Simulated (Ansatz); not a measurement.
Species: ScI2, net charge 1, singlet state. The spin state was set by rule; other spins were not relaxed. 
Geometry from a B3LYP-D3(BJ)/def2-TZVP (Ansatz, an electronic-structure program) optimisation:
```
Sc
I 1 2.5593
I 1 2.5593 2 114.80
```
Charge +1, spin multiplicity 1.

Total electronic energies in hartree. Valence correlation only, unless marked. Spin-orbit coupling is left out. Frozen are the shells of the preceding noble gas and the d and f shells that filled before the atom's block. In def2 rows, elements after Kr have scalar-relativistic effective core potentials. Basis-set limits of correlation are two-point, X^-3; Hartree-Fock from the larger set. [CCSD(T)-MP2]/basis is that difference in the basis named.

The T1 diagnostic of CCSD in the largest basis is 0.028, which is high, so the coupled-cluster rows are less sure than usual.

| level | program | energy (Eh) |
|---|---|---|
| BLYP-D4/def2-TZVPD | Ansatz + dftd4 | (withheld) |
| revPBE-D4/def2-TZVPD | Ansatz + dftd4 | (withheld) |
| PBE0-D4/def2-TZVP | Ansatz + dftd4 | -1355.82397 |
| PBE0/def2-QZVPP | Ansatz | (withheld) |
| r2SCAN0-D4/def2-TZVPD | Ansatz + dftd4 | -1356.11866 |
| HSE06-D4/def2-TZVPD | Ansatz + dftd4 | -1355.81387 |
| B2PLYP-D3(BJ)/def2-TZVPD | Ansatz + dftd3 | -1355.21215 |
| RPA@PBE/def2-TZVPP | Ansatz | -1353.50903 |
| MP2/def2-TZVPP | Ansatz | -1353.31063 |
| RI-MP2/def2-TZVPP | Ansatz | -1353.31057 |
| RI-MP2/def2-TZVPPD | Ansatz | -1353.31255 |
| RI-MP2/def2-QZVPP | Ansatz | -1353.36644 |
| SCS-MP2/def2-TZVPPD | Ansatz | -1353.30399 |
| CCSD(T)/def2-SVPD | Ansatz | -1353.15196 |
| RI-MP2/CBS(def2-TZVPPD,def2-QZVPPD)+[CCSD(T)-MP2]/def2-TZVPPD | Ansatz | -1353.4407 |

Task: What belongs in the gaps?

Result: 
- BLYP-D4/def2-TZVPD, energy (Eh): -1355.91072
- revPBE-D4/def2-TZVPD, energy (Eh): -1355.98251
- PBE0/def2-QZVPP, energy (Eh): -1355.83977
